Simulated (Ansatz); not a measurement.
`[NH2][AlH][Cl]` + HBr → `[NH2][AlH][Br]` + HCl at 600 K and 1 bar (ligand exchange at the Al–Cl bond).

Calculated with Ansatz (gas phase, PBE0-D4/def2-TZVP geometries, no zero-point term in ΔE). CCSD(T)/CBS is the MP2 limit (def2-TZVPP, def2-QZVPP) plus CCSD(T) − MP2 in def2-TZVPP, frozen cores. This one scheme is used for every species. For Br outer-core shells are correlated without core-valence functions, which leaves a few kJ/mol of doubt a bond. Scalar relativity is left out up to krypton. Each species was taken in one conformer, which may not be the lowest.

```
         species  CCSD(T)/CBS energy (Eh)  H − E (kJ/mol)  S (J/(mol·K))
`[NH2][AlH][Cl]`               -758.40905           131.1          353.8
             HBr              -2573.91920            33.5          219.1
`[NH2][AlH][Br]`              -2871.94728           130.8          366.1
             HCl               -460.38127            35.4          207.2
```

H − E and S are ideal-gas, rigid-rotor, harmonic terms from PBE0-D4/def2-TZVP, for one conformer and one mirror image of each species. 1 Eh = 2625.50 kJ/mol, R = 8.31446 J/(mol·K).

**Question.** By hand: ΔE, ΔH, ΔS and ΔG.

**Answer.** ΔE = (-2871.94728) + (-460.38127) − (-758.40905) − (-2573.91920) = -0.00030 Eh = -0.8 kJ/mol. Δ(H − E) = 130.8 + 35.4 − 131.1 − 33.5 = 1.6, so ΔH = 0.8 kJ/mol. ΔS = 366.1 + 207.2 − 353.8 − 219.1 = 0.4 J/(mol·K). ΔG = 0.8 − 600 × (0.4)/1000 = 0.6 kJ/mol.

**Question.** By hand: the equilibrium constant, and the temperature at which ΔG would vanish if ΔH and ΔS stayed fixed.

**Answer.** log₁₀ K = −ΔG/(RT ln 10) = -0.1. ΔG = 0 at ΔH/ΔS = 2000 K, though so small a ΔH makes that figure unsure.

The number of gas molecules stays the same, so ΔS is small and ΔH decides. The sign of ΔG lies within the doubt. A doubt of 5 kJ/mol in ΔE shifts log₁₀ K by 0.4 here. Other conformers and mirror images would add mixing entropy, several J/(mol·K) or more a flexible species. These are equilibria of isolated gas molecules and say nothing of rates. Largest T1 diagnostic: 0.009 (customary marks: 0.02 for closed shells, 0.045 for open ones).
